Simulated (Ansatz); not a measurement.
Molecule: InF, net charge 0, triplet state. This is an excited triplet: at this geometry the singlet lies 3.48 eV lower at CCSD(T)/CBS(def2-TZVPPD,def2-QZVPPD). 
Geometry from a B3LYP-D3(BJ)/def2-TZVP (Ansatz, a quantum-chemistry and plane-wave program) optimisation:
```
In
F 1 1.9847
```
Charge 0, spin multiplicity 3.

Basis-set convergence of Hartree-Fock and CCSD correlation energies (hartree) with Ansatz. Cores are frozen in the correlated levels unless marked. UHF or UKS for open shells. No spin-orbit coupling. The frozen core is the preceding noble-gas configuration, with the filled d and f shells of earlier blocks. Past Kr the def2 sets carry scalar-relativistic core potentials.

```tsv
basis	functions	E(HF)	E(corr, CCSD)
def2-SVP	40	-288.51500	-0.21703
def2-TZVPP	81	-288.65381	-0.28589
def2-QZVPP	139	-288.66046	-0.31105
```

Extrapolating the two largest sets (X = 3 and 4) as X^-3: E(corr) = (64·(-0.31105) - 27·(-0.28589))/37 = -0.3294 Eh, an estimate of the basis-set limit. The largest set recovers 94.4 % of it, the smallest 65.9 %.
